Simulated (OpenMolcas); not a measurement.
An OpenMolcas run meant for Ca⁺ (ANO-RCC-VDZP, DKH4; inactive shells 1s 2s 2p 3s 3p; intended active space 1 electron in 9 orbitals (3d 4s 4p)). One step of its input:

```
&RASSCF
FileOrb=start.orb
Symmetry=2
Spin=2
nActEl=1 0 0
Inactive=3 6
Ras2=6 3
CIRoot=6 6 1
SDav=6
CIMx=300
Iter=75 100
PrWF=0.3
OrbListing=Nothing
MaxOrb=0
Atom
CIOnly
>>> COPY $Project.JobIph JOB001
```

Lines from the output:

```
...
      Number of secondary orbitals               4
      Spin quantum number                      0.5
      State symmetry                             2
Orbital specifications:
      -----------------------

      Symmetry species                           1   2
                                                ag  au
      Frozen orbitals                            0   0
      Inactive orbitals                          3   6
      Active orbitals                            6   3
      RAS1 orbitals                              0   0
      RAS2 orbitals                              6   3
      RAS3 orbitals                              0   0
      Secondary orbitals                         1   3
      Deleted orbitals                           0   0
      Number of basis functions                 10  12
      Number of CSFs                             3
      Number of root(s) required                 6
 ************ ERROR ***********
  You can't ask for more roots
  than there are configurations
 ******************************
--- Stop Module: rasscf at  /rc=_RC_INPUT_ERROR_ ---
.####################.
.# User input error #.
.####################.
```

Problem. What is wrong with the input?

Solution. The state symmetry names the wrong parity for these configurations.
